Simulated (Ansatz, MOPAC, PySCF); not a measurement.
Complex: PH3 (SMILES P) (first 4 atoms) with ClH3Si (SMILES [SiH3]Cl); geometry from B3LYP-D3(BJ)/def2-TZVP.
(charge 0, multiplicity 1):
```xyz
9

P      0.110    -0.298     0.057
H      1.355    -0.926     0.311
H      0.321    -0.243    -1.346
H      0.621     1.005     0.277
Si    -0.898    -0.715     4.179
Cl     0.930     0.070     3.604
H     -1.600     0.303     4.986
H     -0.643    -1.925     4.985
H     -1.666    -1.045     2.966
```

Counterpoise-corrected where a basis set is named; no monomer relaxation. Rows marked so take none.

Rows in 6-31G* carry no dispersion term and start afresh at each structure (6-31G* with six Cartesian d functions). MP2/6-31G* freezes PySCF's default core. The state that PM7 reach isn't checked; PM7 holds dispersion and hydrogen-bond terms.

The values were computed with Ansatz (Gaussian basis) for Hartree–Fock, density functionals and correlated methods; MOPAC for PM7 (differences of heats of formation); PySCF for 6-31G* rows, the dispersion terms. Values without a source in brackets are computed.

Q: One of these levels gives 0.94 kcal/mol for the interaction energy. Which?
A) PM7
B) MP2/6-31G* (no counterpoise)
C) BLYP-D3(BJ)/def2-TZVPPD

A: A, PM7. The others give -1.66 (BLYP-D3(BJ)/def2-TZVPPD), -0.88 (MP2/6-31G* (no counterpoise))

Ansatz is a program for electronic structure.
